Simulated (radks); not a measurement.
The numbers below are computed, except where a source is named.
Numerical settings for the terbium ion Tb2+, [Xe] 4f9. Code: a radial shooting solver on a logarithmic mesh with Libxc functionals. Model: scalar-relativistic Kohn-Sham, PBE, spin-polarised, spherical densities, point nucleus; open shells are filled with parallel spins first (spin-orbit coupling, left out, can overturn this in heavy ions). The defaults (mesh step 0.008 in ln r, mesh end at 40 bohr or more with all orbitals vanishing there, Anderson mixing 0.5 over 9 steps, residual threshold near 1e-9 with the energy settled to 1e-9 hartree or 1e-11 of itself, here a cap of 81 iterations) give E = -11708.4567 hartree and 4f at -14.635 eV in 16 iterations. Run on one thread of a shared host, so times are rough (Arm Neoverse V2): 0.28 s of CPU time, 0.28 s wall, 16 iterations on 2541 mesh points. Changes against that run (0 stands for a change within the tolerance of the run):

setting                    iterations         converged  E (mhartree)  e(4f) (meV)  CPU (s)
mesh step in ln r 0.2               4                no      diverged            -     0.01
mesh step in ln r 0.005            16               yes             0            0     0.44
mesh step in ln r 0.03             16               yes      +0.00227            0     0.09
mesh end (bohr) 8                  16               yes       +0.0109        +1.55     0.27
mesh end (bohr) 2                  14  level above zero     +8.06e+03    +3.98e+04     0.21
residual threshold 0.001           11               yes             0       +0.925     0.22
residual threshold 1e-13           22               yes             0            0     0.33
mixing 0.01                        33               yes             0            0     0.58
linear mixing, mixing 0.8          81                no     +3.37e+04    -2.29e+05      2.7
linear mixing, mixing 0.2          81                no             0            0      1.1
mixing history 20                  24               yes             0            0     0.38
iteration cap 2                     2                no     +1.57e+03    -3.54e+04     0.05

Settled on a wrong energy, with an occupied level pushed above zero by the early mesh end: mesh end (bohr) 2 (+8.06 hartree). Apart from these: no run marked as converged misses the energy by more than 1 mhartree. A mesh that ends early acts as a hard wall.
